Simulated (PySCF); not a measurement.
Structure problem from calculated spectra and properties.

Formula: C5H10F3O2P.

- NMR, other nuclei: isotropic shieldings of nuclei other than C and H, by class: 179 (1 O), 236 (1 O), 244 (3 F), 279 (1 P) ppm [GIAO PBE0/pcSseg-1]
- Dipole: 3.53 D [PBE0/pcSseg-1]
- 13C NMR: chemical shifts (computed TMS as zero) by class: 133.1 (1 C), 39.4 (1 C), 36.0 (1 C), 17.4 (1 C), 14.6 (1 C) ppm [GIAO PBE0/pcSseg-1]
- 1H NMR: chemical shifts (computed TMS as zero) by class: 2.77 (1 H), 2.54 (1 H), 2.25 (1 H), 2.23 (1 H), 1.31 (3 H), 1.19 (3 H) ppm [GIAO PBE0/pcSseg-1]
- Rotational structure: rotational constants A, B, C: 1.497, 0.677, 0.603 GHz [GFN2-xTB]

Gas-phase values; electronic properties from PySCF, density fitting. Levels stand in brackets. One conformer (not necessarily the lowest) at the GFN2-xTB geometry, without solvent, vibrations or thermal averaging. NMR classes are plain means over equivalent atoms (diastereotopic ones count apart unless rotation or inversion swaps them), as if these changed places fast.

Q: Give a SMILES that accounts for the data.

A: Numbering: `[CH3:1][CH:2]([CH3:3])[P@@:4](=[O:5])([OH:6])[CH2:7][C:8]([F:9])([F:10])[F:11]`. 5 carbons fall into 5 classes; from least to most shielded: CF3 carbon [C8] (133.1 ppm), sp3 carbon bound to phosphorus [C7] (39.4 ppm), sp3 carbon bound to phosphorus [C2] (36.0 ppm), methyl carbon [C1] (17.4 ppm), methyl carbon [C3] (14.6 ppm). Hydrogen classes from least to most shielded: 1 H on an sp3 carbon bound to phosphorus, C7 (2.77 ppm), 1 H on an sp3 carbon bound to phosphorus, C7 (2.54 ppm), 1 H on an sp3 carbon bound to phosphorus, C2 (2.25 ppm), 1 H on a hydroxyl oxygen, O6 (2.23 ppm), 3 H on a methyl carbon, C3 (1.31 ppm, a mean of values up to 0.9 ppm apart in this geometry), 3 H on a methyl carbon, C1 (1.19 ppm). The other shieldings belong to: 179 ppm, phosphoryl oxygen [O5]; 236 ppm, hydroxyl oxygen [O6]; 244 ppm, fluorine of a CF3 group [F9/F10/F11]; 279 ppm, phosphoryl phosphorus [P4]. The optimised geometry has point group C1 and is an asymmetric top. Structure: `CC(C)[P@@](=O)(O)CC(F)(F)F`. Computed isomers that give other values at the same levels: `COCC[P@](C)(=O)C(F)(F)F` (13C chemical shifts (computed TMS as zero) by class: 131.9 (1 C), 66.9 (1 C), 60.3 (1 C), 37.2 (1 C), 18.3 (1 C) ppm); `C[P@@](=O)(CCCO)C(F)(F)F` (13C chemical shifts (computed TMS as zero) by class: 135.3 (1 C), 64.0 (1 C), 31.5 (1 C), 28.5 (1 C), 20.1 (1 C) ppm); `CC[P@@](=O)(O)CCC(F)(F)F` (13C chemical shifts (computed TMS as zero) by class: 136.2 (1 C), 30.4 (1 C), 28.7 (1 C), 24.7 (1 C), 7.7 (1 C) ppm). The assignments are read from this structure; whether some other isomer fits the data as well wasn't checked. The mirror image fits equally.

Conformer computed: `[CH3:1][CH:2]([CH3:3])[P@@:4](=[O:5])([OH:6])[CH2:7][C:8]([F:9])([F:10])[F:11]`: C1–C2–P4–O5 -178°, C2–P4–C7–C8 66°, P4–C7–C8–F9 177°, H–O6–P4–C2 -123°.
